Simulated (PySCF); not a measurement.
SMILES F[Si](F)([Al]([CH3])[CH3])F at its PBE0/def2-SVP optimised geometry (Å):

```
13

Si     1.8945     0.0135     0.0000
F      2.5350    -0.1224     1.4811
F      2.5202    -1.2093    -0.8574
F      2.5456     1.3553    -0.6285
Al    -0.5649     0.0135     0.0000
C     -1.4229    -1.7385     0.0626
C     -1.4600     1.7479     0.0000
H     -0.9875    -2.4270    -0.6813
H     -2.5115    -1.6992    -0.0992
H     -1.2496    -2.2067     1.0483
H     -2.5456     1.6767    -0.1713
H     -1.3102     2.2464     0.9747
H     -1.0336     2.4270    -0.7573
```

Computed with PySCF with PBE0/def2-TZVP. Cells within 0.4 Å of a nucleus heavier than hydrogen are left out (blank, or x).

Map of the log10 of the electron density (e/bohr³), floored at −4 on the plane z = 1.5 Å:

```
|000000000000000000000000000|
|000000000000000000000000000|
|000000000000000000000000000|
|000000001110000000000000000|
|000000012332100000000000000|
|000000134444210000000000000|
|000001235565320000000000000|
|000001345665421000000000000|
|000002345665431111111100000|
|000001345555432222333210000|
|000001234454433334455432000|
|000000123444433345677653100|
|000000123344444456899864200|
|0000001223344444579xx974200|
|0000001233444444569xx974200|
|000001223444433345789764200|
|000001234555433334566542100|
|000002345665432223344321000|
|000002345676532111222100000|
|000001345776431000000000000|
|000001235665421000000000000|
|000000123444310000000000000|
|000000012332100000000000000|
|000000000111000000000000000|
|000000000000000000000000000|
|000000000000000000000000000|
|000000000000000000000000000|
```
Scale: ten equal steps from -4.00 (start of '0') to -0.357 (end of '9'), in the order '0123456789'; x runs from -5.00 to 5.00, y from -5.00 (bottom) to 5.00 (top).
